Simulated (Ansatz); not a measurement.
Frontier orbitals of C3H5IO, SMILES `O/C=C/CI`.

```xyz
10

O     1.413    1.334    1.383
C     0.337    0.712    0.869
C     0.273    0.053   -0.288
C    -0.962   -0.584   -0.754
I    -0.861   -2.769   -0.665
H     2.167    1.216    0.794
H    -0.522    0.807    1.525
H     1.158   -0.037   -0.913
H    -1.177   -0.404   -1.804
H    -1.827   -0.330   -0.148
```

The species carries charge 0 and has multiplicity 1. Correlated methods include outer-core shells of I, which these sets cover unevenly. I: def2 effective core potential. All single points use the PBE0-D4/def2-TZVP geometry. It is one conformer, not always the lowest. Basis def2-TZVPP, Ansatz 0.2.0.

```json
{"functional": "PBE", "HOMO (eV)": "-5.65", "LUMO (eV)": "-1.95", "gap (eV)": "3.70"}
{"functional": "revPBE", "HOMO (eV)": "-5.59", "LUMO (eV)": "-1.86", "gap (eV)": "3.73"}
{"functional": "PBE0", "HOMO (eV)": "-6.75", "LUMO (eV)": "-1.09", "gap (eV)": "5.66"}
{"functional": "BHLYP", "HOMO (eV)": "-7.72", "LUMO (eV)": "-0.14", "gap (eV)": "7.58"}
{"functional": "ωB97M-V", "HOMO (eV)": "-8.84", "LUMO (eV)": "0.84", "gap (eV)": "9.68"}
{"functional": "HF", "HOMO (eV)": "-9.16", "LUMO (eV)": "2.33", "gap (eV)": "11.49"}
```

A quarter of exact exchange (PBE0) shifts PBE's HOMO by −1.10 eV and its LUMO by +0.86 eV; full exchange at long range (ωB97M-V) shifts them by −3.19 and +2.79 eV. The gap opens from 3.70 to 9.68 eV, since occupied levels lose self-interaction and empty ones feel all the electrons. A positive LUMO is unbound and depends on the basis.
